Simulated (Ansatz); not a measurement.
Consider the formal exchange of groups at the Al–C bond: `C[SiH2][CH2][AlH2]` + `COC=C=N` → `N=C=C[O][AlH2]` + `CC[SiH2]C`.

Program: Ansatz. Geometries: PBE0-D4/def2-TZVP. ΔE: electronic, gas phase. CCSD(T)/CBS adds triple-zeta CCSD(T) − MP2 to the extrapolated MP2 energy (def2 sets, frozen cores). Functionals use def2-TZVPP. B3LYP here is the variant with VWN-RPA as its local correlation; programs differ in this. Each species was taken in one conformer, which may not be the lowest.

```tsv
level	ΔE (kcal/mol)	difference from CCSD(T)/CBS
PBE-D4	-37.0	2.3
r2SCAN-D4	-38.5	0.8
PBE0-D4	-37.3	2.0
B3LYP-D4	-39.2	0.1
ωB97X-V	-38.1	1.2
ωB97M-V	-38.3	1.0
B2PLYP	-39.7	-0.4
PBE	-36.9	2.4
r2SCAN	-38.5	0.8
PBE0	-37.2	2.1
B3LYP	-39.1	0.2
HF/def2-TZVPP	-39.3	0.0
MP2/def2-TZVPP	-40.2	-0.9
SCS-MP2/def2-TZVPP	-39.9	-0.6
CCSD/def2-TZVPP	-39.2	0.1
CCSD(T)/def2-TZVPP	-39.0	0.3
HF/def2-QZVPP	-39.5	-0.2
MP2/def2-QZVPP	-40.5	-1.2
SCS-MP2/def2-QZVPP	-40.2	-0.9
HF/CBS(def2)	-39.6	-0.3
MP2/CBS(def2)	-40.6	-1.3
CCSD/CBS(def2)	-39.6	-0.3
CCSD(T)/CBS	-39.3	0
```

Largest T1 diagnostic among the species: 0.015.
